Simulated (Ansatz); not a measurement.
Relaxation of AlFH₅NO₂ (10 atoms, charge 0, multiplicity 1), to a largest force component of 0.03 eV/Å in at most 50 steps.

Computed with Ansatz, RKS r2SCANh/def2-SVP.

```xyz
10
Properties=species:S:1:pos:R:3
Al 0.057 -0.291 -0.153
F 0.064 -0.599 1.503
N 1.620 -0.130 -0.937
H 2.515 -0.264 -0.487
H 1.749 0.039 -1.927
O -1.369 -0.339 -1.051
H -2.263 -0.298 -0.714
O -0.135 2.210 1.423
H 0.768 2.540 1.352
H -0.050 1.448 2.040
```

Question: Where does it end, and by what steps?

Answer: It converged. After 16 steps the energy has fallen by 0.725 eV; H9 moved furthest, 1.13 Å. Joined: Al1–O8 (2.96 → 1.98 Å).

```csv
step,energy less start (eV),largest force component (eV/Å),accepted
0,0.0000,1.024,yes
1,-0.1460,1.048,yes
2,-0.3409,1.333,yes
3,-0.5470,1.137,yes
4,-0.6092,0.599,yes
5,-0.6492,0.301,yes
6,-0.6693,0.312,yes
7,-0.6865,0.320,yes
8,-0.7015,0.474,yes
9,-0.7136,0.228,yes
10,-0.7213,0.105,yes
11,-0.7224,0.339,yes
12,-0.7241,0.206,yes
13,-0.7202,0.266,no
14,-0.7251,0.056,yes
15,-0.7251,0.038,yes
16,-0.7252,0.012,yes
```

```xyz
10
Properties=species:S:1:pos:R:3
Al -0.071 -0.052 0.134
F -0.031 -0.963 1.544
N 1.559 0.344 -0.589
H 2.378 -0.184 -0.300
H 1.639 0.500 -1.590
O -1.392 -0.130 -0.932
H -2.294 -0.356 -0.707
O 0.042 1.728 0.990
H 0.942 1.765 0.555
H 0.182 1.666 1.945
```

Whether the end is a true minimum wasn't checked by a vibrational analysis.

Run time: 38 s on 4 threads of Arm Neoverse V2, on a shared host, peak memory 0.23 GiB.
